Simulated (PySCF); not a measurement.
SMILES CO[SiH2]C[SiH3], C$_{2}$H$_{10}$OSi$_{2}$

Molfile (atoms numbered from 1):
```
C2H10OSi2
     RDKit          3D

 15 14  0  0  0  0  0  0  0  0999 V2000
   -2.9613    0.2299   -0.1130 C   0  0  0  0  0  0  0  0  0  0  0  0
   -1.5954    0.4456   -0.2781 O   0  0  0  0  0  0  0  0  0  0  0  0
   -0.3722   -0.3406    0.4461 Si  0  0  0  0  0  4  0  0  0  0  0  0
    1.1522    0.5035   -0.2750 C   0  0  0  0  0  0  0  0  0  0  0  0
    2.7736   -0.2041    0.3907 Si  0  0  0  0  0  4  0  0  0  0  0  0
   -3.2306   -0.7901   -0.3965 H   0  0  0  0  0  0  0  0  0  0  0  0
   -3.4979    0.9335   -0.7506 H   0  0  0  0  0  0  0  0  0  0  0  0
   -3.2569    0.3888    0.9267 H   0  0  0  0  0  0  0  0  0  0  0  0
   -0.4563   -0.1990    1.9056 H   0  0  0  0  0  0  0  0  0  0  0  0
   -0.4214   -1.7758    0.1376 H   0  0  0  0  0  0  0  0  0  0  0  0
    1.1089    1.5711   -0.0621 H   0  0  0  0  0  0  0  0  0  0  0  0
    1.1370    0.4121   -1.3606 H   0  0  0  0  0  0  0  0  0  0  0  0
    2.8349   -0.0437    1.8440 H   0  0  0  0  0  0  0  0  0  0  0  0
    2.8743   -1.6274    0.0652 H   0  0  0  0  0  0  0  0  0  0  0  0
    3.9068    0.5042   -0.2141 H   0  0  0  0  0  0  0  0  0  0  0  0
  1  2  1  0
  2  3  1  0
  3  4  1  0
  4  5  1  0
  1  6  1  0
  1  7  1  0
  1  8  1  0
  3  9  1  0
  3 10  1  0
  4 11  1  0
  4 12  1  0
  5 13  1  0
  5 14  1  0
  5 15  1  0
M  END
```

Method: GIAO BHandHLYP/pcseg-1 magnetisability, rotational g tensor and spin-rotation constants, non-relativistic, gas phase (PySCF 2.14.0). Geometry: GFN2-xTB.

Task: What are the magnetisability and the molar susceptibility?

Result: Isotropic -1108 × 10⁻³⁰ J/T², or -66.7 × 10⁻⁶ cm³/mol; principal values -1210, -1063, -1050 × 10⁻³⁰ J/T², anisotropy 154 × 10⁻³⁰ J/T² (root of half the summed squared differences of the principal values). The susceptibility is in cgs units.

Task: Split it along the inertial axes a, b, c into diamagnetic and paramagnetic parts about the centre of mass, with the quadrupole moment.

Result: 
```csv
axis,χ (10⁻⁶ cm³/mol),diamagnetic (10⁻⁶ cm³/mol),paramagnetic (10⁻⁶ cm³/mol),summed x² of all electrons (Å²),quadrupole Θ (D Å)
a,-72.8,-210.5,137.7,267.9,+3.90
b,-64.1,-1217.2,1153.1,30.6,-2.43
c,-63.2,-1266.6,1203.4,19.0,-1.47
```
Anisotropies 2χaa − χbb − χcc = -18.4 and 2χbb − χaa − χcc = +7.9 × 10⁻⁶ cm³/mol. Θ is traceless in Buckingham's convention.

Task: And the rotational g tensor?

Result: 
```csv
axis,rotational constant (GHz),g,nuclear part,electronic part
a,13.4157,-0.0927,0.7751,-0.8678
b,1.1030,-0.0102,0.5873,-0.5975
c,1.0567,-0.0105,0.5869,-0.5974
```
Asymmetric top; isotopes 12C, 1H, 16O, 28Si; no vibrational averaging.
